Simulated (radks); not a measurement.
Problem. These are the eigenvalues of the occupied orbitals of an atom or ion with whole-number occupations (hartree). Method: Dirac Kohn-Sham, PBE, spin-unpolarised, spherical densities, point nucleus; computed with a radial shooting solver on a logarithmic mesh with Libxc functionals.

| orbital | eigenvalue |
|---|---|
| 1s1/2 | -1621.536 |

Which element is it, and in what charge state? The configuration may be excited. Open shells, if any, are shared by 2j + 1.

Solution. Z = 56, barium, charge +55: Ba55+ in 1s1. The 1s level, -1621.5 hartree, gives Z - s = 56.9 by -(Z - s)^2/2, which with screening and relativity narrows Z to a few neighbours, and the depths must fix Z and the occupations together.
